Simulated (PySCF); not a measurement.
## NiI at UHF-MP2

Level: UHF-MP2. basis Ni def2-TZVPP, I def2-TZVPP with ECP28; scalar-relativistic core potentials; PySCF 2.14.

```
state                          : ²Δ (doublet), unpaired electrons δ ↑
bond length                    : 2.340 Å
harmonic wavenumber            : 285 cm⁻¹
force constant                 : 1.90 mdyn/Å
rotational constant Be         : 0.07740 cm⁻¹
anharmonicity ωexe             : 0.792 cm⁻¹
vibration–rotation constant αe : 0.000304 cm⁻¹
```

Correlated steps freeze 9 core orbitals. Spin–orbit coupling is left out, which matters for elements this heavy, above all for dissociation energies. The state is the lowest single determinant that the PBE0 search found; with open d or f shells the true ground state can be another one.
